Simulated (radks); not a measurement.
Task: Ta I, 73 electrons, occupied as [Xe] 4f14 5d(up 3, down 0) 6s2 (the NIST ground configuration). All-electron calculation, scalar-relativistic Kohn-Sham, BLYP, spin-polarised, spherical densities, finite nucleus; Fermi nuclear charge, rms radius 5.3507 fm. Program: a radial shooting solver on a logarithmic mesh with Libxc functionals. Some entries of the table are withheld. Estimate them.

| orbital | occ. | eigenvalue (eV) | r(max) (bohr) | <1/r> (bohr^-1) |
|---|---|---|---|---|
| 1s down | 1 | -67353.25 | 0.01168 | 85.40 |
| 1s up | 1 | -67353.25 | 0.01168 | 85.40 |
| 2s up | 1 | -11572.47 | 0.06686 | 19.96 |
| 2s down | 1 | -11572.36 | 0.06686 | 19.96 |
| 2p up | 3 | -10144.13 | 0.05476 | 18.15 |
| 2p down | 3 | -10144.05 | 0.05476 | 18.15 |
| 3s up | 1 | -2650.484 | 0.1887 | 7.387 |
| 3s down | 1 | -2650.463 | 0.1887 | 7.387 |
| 3p up | 3 | -2225.496 | 0.1865 | 6.836 |
| 3p down | 3 | -2225.470 | 0.1865 | 6.836 |
| 3d up | 5 | -1728.831 | 0.1519 | 6.464 |
| 3d down | 5 | -1728.770 | 0.1519 | 6.464 |
| 4s up | 1 | -539.7820 | 0.4288 | 3.135 |
| 4s down | 1 | -539.6994 | 0.4288 | 3.135 |
| 4p up | 3 | -400.3179 | 0.4495 | 2.851 |
| 4p down | 3 | -400.2411 | 0.4495 | 2.851 |
| 4d up | 5 | -221.6503 | 0.4613 | 2.532 |
| 4d down | 5 | -221.5569 | 0.4613 | 2.532 |
| 5s up | 1 | -72.9768 | 0.9892 | 1.209 |
| 5s down | 1 | -72.0169 | 0.9865 | 1.216 |
| 5p up | 3 | (1) | 1.126 | 1.009 |
| 5p down | 3 | (2) | 1.121 | 1.016 |
| 4f up | 7 | -24.2936 | 0.4411 | (3) |
| 4f down | 7 | -24.0548 | 0.4409 | (4) |
| 6s up | 1 | -5.6278 | (5) | 0.3902 |
| 6s down | 1 | -4.7479 | (6) | 0.3709 |
| 5d up | 3 | -3.9430 | 1.592 | 0.5988 |
| 5d down | 0 | -2.5552 | 1.591 | 0.5758 |

Result: 
(1) 5p up eigenvalue (eV): -39.5606
(2) 5p down eigenvalue (eV): -38.2836
(3) 4f up <1/r> (bohr^-1): 1.999
(4) 4f down <1/r> (bohr^-1): 2.005
(5) 6s up r(max) (bohr): 2.724
(6) 6s down r(max) (bohr): 2.807
